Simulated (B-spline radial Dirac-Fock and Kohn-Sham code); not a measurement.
# Subshell cross sections of La³⁺, photon energy 2720 eV

System: La³⁺, configuration 1s2 2s2 2p6 3s2 3p6 3d10 4s2 4p6 4d10 5s2 5p6.

The run's input, task.json:

```json
{"items": [{
  "Z": 57,
  "q": 3,
  "cfg": [[1, 0, 2], [2, 0, 2], [2, 1, 6], [3, 0, 2], [3, 1, 6], [3, 2, 10], [4, 0, 2], [4, 1, 6], [4, 2, 10], [5, 0, 2], [5, 1, 6]],
  "A": 139,
  "rrms": 4.855,
  "do": ["binding", "quiet", "photo", "scan"],
  "hv": [40.81, 90.9, 200, 2220.0, 2720.0, 2984.4, 5414.7, 6000, 16400.0, 17479.3, 20200.0, 31800.0, 37900.0, 40000, 150000, 162000.0]
}]}
```

Run with: `python xray_run.py task.json out`

Model: independent-particle photoionisation in a Dirac-Hartree-Slater potential with a Latter tail, all multipoles, thresholds from Dirac-Fock ΔSCF. Program: a radial atomic solver. The asymmetry parameter β is from the dipole term alone. Kinetic energies are from the vacuum level.

```csv
subshell,electrons,binding (eV),kinetic (eV),σ (kb),β
3s,2,1406.9,1313.1,22.3,1.98
3p1/2,2,1246.9,1473.1,30.1,1.60
3p3/2,4,1165.7,1554.3,59.2,1.64
3d3/2,4,888.4,1831.6,47.3,1.25
3d5/2,6,871.6,1848.4,67.1,1.22
4s,2,320.1,2399.9,5.74,1.98
4p1/2,2,259.2,2460.8,6.52,1.67
4p3/2,4,241.9,2478.1,12.5,1.72
4d3/2,4,140.0,2580.0,7.44,1.30
4d5/2,6,137.0,2583.0,10.5,1.25
5s,2,70.94,2649.1,1.11,1.98
5p1/2,2,51.72,2668.3,1.07,1.68
5p3/2,4,49.00,2671.0,2.04,1.72
```

Branching ratios of the spin-orbit partners (statistical value in brackets): 3p 1.97 (2.00), 3d 1.42 (1.50), 4p 1.92 (2.00), 4d 1.41 (1.50), 5p 1.90 (2.00).

Values without a named source are computed, but for edge energies of neutral atoms, which are taken from tables.
